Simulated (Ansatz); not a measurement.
`F[C](F)(F)[Sn]([F])([F])[C](F)(F)F` from Hartree–Fock to CCSD(T)

Z-matrix (Å, degrees):
```
C
F 1 1.329
F 1 1.335 2 108.3
F 1 1.335 2 108.2 3 116.8
Sn 1 2.208 2 111.2 3 -121.6
C 5 2.208 1 120.8 2 -179.0
F 5 1.899 1 107.5 2 -55.4
F 5 1.899 1 107.5 2 57.3
F 6 1.335 5 110.5 1 -60.0
F 6 1.335 5 110.5 1 59.5
F 6 1.329 5 111.2 1 179.7
```

Charge 0, multiplicity 1. Correlated methods include outer-core shells of Sn, which these sets cover unevenly. Sn: def2 effective core potential. The geometry is a stationary point of PBE0-D4/def2-TZVP. Frozen core, restricted reference, Ansatz 0.2.0.

| basis | HF (Eh) | MP2 corr. |
| --- | --- | --- |
| def2-SVP | -1083.90496 | -1.83522 |
| def2-TZVPP | -1085.02283 | -2.61011 |
| def2-QZVPP | -1085.06446 | -3.03949 |

Q: Estimate the CCSD correlation energy and the (T) correction in each basis where they were run (hartree).

A: 
| basis | CCSD corr. | (T) |
| --- | --- | --- |
| def2-SVP | -1.85679 | -0.03814 |
| def2-TZVPP | -2.60209 | -0.08449 |
